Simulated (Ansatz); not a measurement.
ClGeH5Si2, SMILES `Cl[SiH]1[SiH2][GeH2]1` at its PBE0-D4/def2-TZVP geometry, where that method's forces vanish. Charge 0, multiplicity 1.

```xyz
9

Cl    1.8052   -2.4291   -0.0092
Si    1.2231   -0.4594    0.0625
Si   -0.5134    0.3701   -1.2301
Ge   -0.7406    0.2878    1.1612
H     2.4063    0.4182    0.2349
H    -1.3672   -0.6376   -1.9067
H    -0.3798    1.6273   -2.0091
H    -0.6584    1.5454    2.0327
H    -1.7753   -0.7226    1.6637
```

**Question.** What forces (eV/Å) does ωB97M-V/def2-TZVPP give on these atoms in the Gaussian-basis code of Ansatz? (An estimate is asked.)

**Answer.** Ansatz gave: 
```
Cl1  0.009 -0.051  0.003
Si2  0.021  0.203  0.014
Si3 -0.040  0.016 -0.075
Ge4  0.001  0.002  0.003
H5  -0.141 -0.103 -0.015
H6   0.097  0.114  0.080
H7  -0.019 -0.154  0.098
H8  -0.007 -0.104 -0.071
H9   0.079  0.077 -0.038
```
